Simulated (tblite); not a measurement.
Here is a computed GFN2-xTB geometry (Å):
```
atom  x, y, z in Å
C1     4.038    1.469   -0.691
C2     2.924    1.059   -0.510
C3     1.571    0.618   -0.446
N4     0.752    0.682   -1.412
C5     1.080    0.049    0.818
C6     1.879   -0.068    1.886
O7    -0.185   -0.341    0.847
Si8   -1.291   -0.275   -0.350
O9    -2.487   -0.927    0.542
C10   -3.770   -1.157    0.072
H11    5.024    1.815   -0.800
H12    1.099    1.076   -2.280
H13    2.904    0.250    1.852
H14    1.506   -0.485    2.803
H15   -1.011   -1.177   -1.464
H16   -1.683    1.082   -0.720
H17   -3.755   -1.810   -0.805
H18   -4.350   -1.633    0.864
H19   -4.254   -0.219   -0.215
```

Charge 0, singlet.

(1) Read off the bonds between heavy atoms and their formal orders.

(2) Give the structure as a SMILES string.

(3) Describe the place of each heavy atom.

(4) What is the arrangement about O7?

(5) What is the arrangement about C2?

Results:

(1) C1–C2 1.20 Å (triple); C2–C3 1.42 Å (single); C3–N4 1.27 Å (double); C3–C5 1.47 Å (single); C5–C6 1.34 Å (double); C5–O7 1.32 Å (single); O7–Si8 1.63 Å (single); Si8–O9 1.63 Å (single); O9–C10 1.39 Å (single). Bonds to hydrogen (Å): C1–H11 1.05; N4–H12 1.01; C6–H13 1.07; C6–H14 1.07; Si8–H15 1.46; Si8–H16 1.46; C10–H17 1.09; C10–H18 1.09; C10–H19 1.09. Si8 and N4 aren't drawn bonded (4 bonds apart) but lie 2.49 Å from each other; Cordero's covalent radii sum to 1.82 Å.

(2) `[H]/N=C(\C#C)C(=C)O[SiH2]OC`, C6H9NO2Si. Among its features: imine, alkyne, C=C double bond and Si–H bond.

(3) C1: terminal alkyne carbon; C2: alkyne carbon; C3: imine carbon; N4: imine nitrogen; C5: vinylic carbon bearing oxygen; C6: terminal =CH2 carbon; O7: silyl ether oxygen; Si8: oxygen-bound silicon; O9: silyl ether oxygen; C10: methoxy carbon.

(4) It has 2 neighbours (C5, Si8) and is bent (angle 128.3°).

(5) It has 2 neighbours (C1, C3) and is almost linear (angle 173.5°).
